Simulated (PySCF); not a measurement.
Order these species by their calculated properties.

All species are isolated and taken at one optimised geometry, non-relativistic unless stated; the electronic structure was computed with PySCF and density fitting.

The conformers computed, where there is a choice (atom-mapped SMILES and torsion angles):
- `[CH2:1]=[C:2]([C:3]#[C:4][C:5](=[O:6])[OH:7])[C:8]([Cl:9])([Cl:10])[CH2:11][Cl:12]`: C1–C2–C8–Cl9 113°, C2–C8–C11–Cl12 58°, H–O7–C5–C4 180°
- `[cH:1]1[cH:2][c:3]([PH:4][c:5]2[cH:6][cH:7][o:8][cH:9]2)[cH:10][o:11]1`: C2–C3–P4–C5 59°, C3–P4–C5–C6 -152°
- `[CH3:1]/[C:2]([C:3]#[N:4])=[N:5]/[Si@@H:6]([OH:7])[CH:8]=[O:9]`: C2–N5–Si6–O7 163°, N5–Si6–C8–O9 63°, H–O7–Si6–N5 -57°
- `[CH3:1][CH2:2][C@@H:3]([CH3:4])[C@H:5]([CH3:6])[S:7](=[O:8])(=[O:9])[Cl:10]`: C1–C2–C3–C4 175°, C2–C3–C5–C6 -71°, C3–C5–S7–O8 88°
- `[CH3:1][C:2](=[O:3])[c:4]1[cH:5][p:6][cH:7][nH:8]1`: C1–C2–C4–C5 0°
- `[CH:1]#[C:2][P@:3](=[O:4])([OH:5])[c:6]1[cH:7][cH:8][cH:9][cH:10][cH:11]1`: C2–P3–C6–C7 -129°, H–O5–P3–C2 117°
- `[CH3:1][c:2]1[cH:3][c:4]([F:5])[c:6]([CH:7]2[CH2:8][CH2:9]2)[n:10][n:11]1`: C4–C6–C7–C8 148°

The conformers of `CCOP1(=O)OCCO1`, `CO[C@@H]1OC[C@H](F)C1=O` and `CC[Si@H](S[SiH3])S[SiH2]N` aren't listed.

(1) Rank by smallest rotational constant, lowest first (GFN2-xTB).
A. `C=C(C#CC(=O)O)C(Cl)(Cl)CCl`
B. `c1cc(Pc2ccoc2)co1`
C. `CC(=O)c1cpc[nH]1`
D. `[SiH3]c1c([SiH3])cpc(c1)Cl`
E. `C/C(C#N)=N/[Si@@H](O)C=O`
F. `CC[C@@H](C)[C@H](C)S(=O)(=O)Cl`

(2) Give the two extremes of that set in cm⁻¹.

(3) Rank by HOMO energy, lowest first (PBE0/pcSseg-1 at GFN2-xTB geometries).
A. `C=C(C#CC(=O)O)C(Cl)(Cl)CCl`
B. `C[C@H](S(=O)(Cl)=O)[C@H](C)CC`
C. `CCOP1(=O)OCCO1`
D. `CO[C@@H]1OC[C@H](F)C1=O`

(4) By how much do the two ends of that ranking differ?

(5) Rank by dipole moment, lowest first (PBE0/pcSseg-1 at GFN2-xTB geometries).
A. `C1=CC(PC2=COC=C2)=CO1`
B. `CC[C@@H](C)[C@H](C)S(=O)(=O)Cl`
C. `C#C[P@](=O)(O)c1ccccc1`
D. `c1(cc(F)c(C2CC2)nn1)C`

(6) By how much do the two ends of that ranking differ?

(7) Rank by HOMO–LUMO gap, highest first (PBE0/pcSseg-1 at GFN2-xTB geometries).
A. `C1=CC(PC2=COC=C2)=CO1`
B. `c1c(nnc(C2CC2)c1F)C`
C. `CC[Si@@H](S[SiH2]N)S[SiH3]`
D. `[SiH3]c1cpc(Cl)cc1[SiH3]`
E. `CCOP1(=O)OCCO1`

(8) By how much do the two ends of that ranking differ?

## Answers

(1) A (0.321 GHz), D (0.396 GHz), B (0.513 GHz), F (0.595 GHz), E (0.799 GHz), C (0.934 GHz).

(2) `C=C(C#CC(=O)O)C(Cl)(Cl)CCl`: 0.0107 cm⁻¹; `CC(=O)c1cpc[nH]1`: 0.0311 cm⁻¹.

(3) B (-8.89 eV), C (-8.29 eV), A (-8.04 eV), D (-7.57 eV).

(4) By 1.32 eV, between `CO[C@@H]1OC[C@H](F)C1=O` and `CC[C@@H](C)[C@H](C)S(=O)(=O)Cl`.

(5) A (1.14 D), D (2.35 D), C (3.03 D), B (4.70 D).

(6) By 3.56 D, between `CC[C@@H](C)[C@H](C)S(=O)(=O)Cl` and `c1cc(Pc2ccoc2)co1`.

(7) E (9.31 eV), C (7.19 eV), A (6.47 eV), B (5.35 eV), D (5.13 eV).

(8) By 4.18 eV, between `CCOP1(=O)OCCO1` and `[SiH3]c1cpc(Cl)cc1[SiH3]`.
